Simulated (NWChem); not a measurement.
# vinylidene fluoride (C$_{2}$H$_{2}$F$_{2}$); SMILES FC(F)=C

```xyz
6

C      0.0149    -1.3857     0.0000
C      0.0007    -0.0629     0.0000
F     -1.0932     0.6865     0.0000
F      1.0784     0.7097     0.0000
H      0.9572    -1.9159     0.0000
H     -0.9158    -1.9361     0.0000
```
Atoms are numbered in this order, from 1.

Computed with NWChem. All runs use the structure optimised with B3LYP/6-31G* (spherical d). GIAO values for the isolated, static molecule; σ is the absolute isotropic shielding, δ = σ(reference) − σ with the isolated reference molecule computed at the same levels (13C: tetramethylsilane, 19F: trichlorofluoromethane, 1H: tetramethylsilane).

**Question.** Estimate the computed values for PBE0/pcSseg-1. Quantities: δ C1 (ppm); δ C2 (ppm); δ F3 (ppm); δ H5 (ppm).

**Answer.** 
```json
{
  "δ C1 (ppm)": "67.5",
  "δ C2 (ppm)": "173.7",
  "δ F3 (ppm)": "-81.3",
  "δ H5 (ppm)": "3.92"
}
```
